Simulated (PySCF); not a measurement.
Work out the structure from these simulated measurements.

Formula: C5H9N3O.

| Item | Value |
| --- | --- |
| 13C NMR | chemical shifts (computed TMS as zero) by class: 166.2 (1 C), 132.8 (1 C), 57.9 (1 C), 41.2 (1 C), 11.5 (1 C) ppm [GIAO PBE0/pcSseg-1] |
| 1H NMR | chemical shifts (computed TMS as zero) by class: 4.06 (3 H), 4.02 (3 H), 2.37 (3 H) ppm [GIAO PBE0/pcSseg-1] |
| NMR, other nuclei | isotropic shieldings of nuclei other than C and H, by class: -99 (1 N), -58 (1 N), 29 (1 N), 262 (1 O) ppm [GIAO PBE0/pcSseg-1] |
| Rotational structure | rotational constants A, B, C: 2.334, 1.510, 0.933 GHz [GFN2-xTB] |
| Dipole | 1.32 D [PBE0/pcSseg-1] |

Gas-phase values; electronic properties from PySCF, density fitting. Levels stand in brackets. Geometry: GFN2-xTB, one conformer, isolated molecule. GFN2-xTB frequencies show an imaginary mode (46i cm⁻¹), so this geometry is no minimum at that level. Each NMR value is the plain mean over a class of atoms that symmetry, rotation or inversion makes alike.

**Question.** Propose a structure and show how it fits.

**Answer.** Numbering: `[CH3:1][O:2][c:3]1[n:4][n:5]([CH3:6])[n:7][c:8]1[CH3:9]`. Its formula, C5H9N3O, gives 3 degrees of unsaturation: 1 ring and 2 π bonds in the structure found (Kekulé form). 5 carbons fall into 5 classes; from least to most shielded: aromatic carbon bearing oxygen [C3] (166.2 ppm), substituted aromatic carbon [C8] (132.8 ppm), methoxy carbon [C1] (57.9 ppm), N-methyl carbon [C6] (41.2 ppm), benzylic-type carbon [C9] (11.5 ppm). Hydrogen classes from least to most shielded: 3 H on a methoxy carbon, C1 (4.06 ppm), 3 H on an N-methyl carbon, C6 (4.02 ppm), 3 H on a benzylic-type carbon, C9 (2.37 ppm). The other shieldings belong to: -99 ppm, pyridine-type nitrogen [N7]; -58 ppm, pyridine-type nitrogen [N4]; 29 ppm, pyrrole-type nitrogen [N5]; 262 ppm, aryl ether oxygen [O2]. By its constants the optimised geometry is an asymmetric top. Structure: `n1(nc(OC)c(n1)C)C`. Computed isomers that give other values at the same levels: `CCn1nncc1OC` (13C chemical shifts (computed TMS as zero) by class: 161.1 (1 C), 114.4 (1 C), 59.1 (1 C), 42.7 (1 C), 18.8 (1 C) ppm); `COc1nnn(C)c1C` (13C chemical shifts (computed TMS as zero) by class: 165.4 (1 C), 119.5 (1 C), 57.7 (1 C), 35.6 (1 C), 8.7 (1 C) ppm). The assignments are read from this structure; whether some other isomer fits the data as well wasn't checked.

Conformer computed: `[CH3:1][O:2][c:3]1[n:4][n:5]([CH3:6])[n:7][c:8]1[CH3:9]`: C1–O2–C3–N4 0°.
